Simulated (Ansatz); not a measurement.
Program: Ansatz. Geometries: PBE0-D4/def2-TZVP. ΔE: electronic, gas phase. CBS: MP2 limit from def2 TZ/QZ plus the TZ coupled-cluster correction, frozen cores. This one scheme is used for every species. DFT in def2-TZVPP. Each species was taken in one conformer, which may not be the lowest.

`[F][Al]([SH])[O][SiH3]` + H₂ → `[F][AlH][SH]` + `O[SiH3]`  (hydrogenolysis of the Al–O bond)

`[F][Al]([SH])[O][SiH3]`:

Cartesian coordinates in Å:
```
F 2.605 -1.304 0.149
Al 0.965 -1.271 0.128
S -0.071 -3.159 0.285
O 0.150 0.175 -0.008
Si -0.452 1.681 -0.158
H -1.271 -2.556 0.218
H -0.280 2.421 1.119
H 0.255 2.407 -1.245
H -1.900 1.606 -0.486
```

H₂:

Cartesian coordinates in Å:
```
H 0.116 -0.346 0.079
H -0.116 0.346 -0.079
```

`[F][AlH][SH]`:

Cartesian coordinates in Å:
```
F -1.519 1.476 0.291
Al -0.570 0.180 -0.067
S 1.505 0.309 0.547
H -1.186 -1.055 -0.815
H 1.770 -0.910 0.044
```

`O[SiH3]`:

Z-matrix (Å, degrees):
```
Si
O 1 1.648
H 1 1.489 2 111.7
H 1 1.489 2 111.7 3 120.9
H 1 1.481 2 105.9 3 -119.6
H 2 0.957 1 117.9 3 -60.5
```

CCSD(T)/CBS gives +139.6 kJ/mol.

Question: Another level gave +127.9 kJ/mol. Which?
A. revPBE/def2-TZVPP
B. r2SCAN0-D4/def2-TZVPP
C. ωB97M-V/def2-TZVPP
D. BLYP/def2-TZVPP

Answer: D. BLYP 127.9, ωB97M-V 134.9, r2SCAN0-D4 140.5, revPBE 119.0 kJ/mol.

Largest T1 diagnostic among the species: 0.012.

From BLYP to BHLYP (50 % exact exchange), in def2-TZVPP and without D4, ΔE moves by +6.9 kJ/mol. The D4 term adds +9.2 kJ/mol with B3LYP and +5.3 kJ/mol with PBE0; it sums over pairs of atoms, weighted by their polarisabilities, and B3LYP, whose exchange is more repulsive, gets the larger term.

B3LYP here is the variant with VWN-RPA as its local correlation; programs differ in this.
